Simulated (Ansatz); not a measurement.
`CBS[SiH3]` → `CBS` + `[SiH2]`  (silylene loss)

Calculated with Ansatz (gas phase, PBE0-D4/def2-TZVP geometries, no zero-point term in ΔE). CCSD(T)/CBS is the MP2 limit (def2-TZVPP, def2-QZVPP) plus CCSD(T) − MP2 in def2-TZVPP, frozen cores. This one scheme is used for every species. DFT in def2-TZVPP. B3LYP here is the variant with VWN-RPA as its local correlation; programs differ in this. One conformer a species, not always the lowest.

| level | ΔE (kJ/mol) |
| --- | --- |
| B3LYP-D4 | 279.8 |
| MP2/def2-SVP | 286.3 |

Q: What does CCSD(T)/CBS give? (Estimate.)

A: Computed: +286.9 kJ/mol. The listed levels differ from it by -7.1, -0.6 kJ/mol.

Q: What do rigid-rotor, harmonic-oscillator terms from PBE0-D4/def2-TZVP frequencies (298.15 K, 1 bar) make of the CCSD(T)/CBS value? (An estimate is asked.)

A: The calculation gave: ΔZPE = -14.7 kJ/mol, ΔH = +275.8 kJ/mol, ΔS = 146 J/(mol·K), ΔG = +232.3 kJ/mol.

Largest T1 diagnostic among the species: 0.014.

Leaving LDA and LC-ωPBE aside and taking each functional with its dispersion term where it has one, the values, not all of them listed here, spread over 39.6 kJ/mol, from BLYP-D4 to r2SCAN0-D4. LDA lies +30.8 kJ/mol from PBE without D4. At CCSD(T), def2-SVP lies −25.0 kJ/mol from the extrapolated value and def2-TZVPP −9.4 kJ/mol.
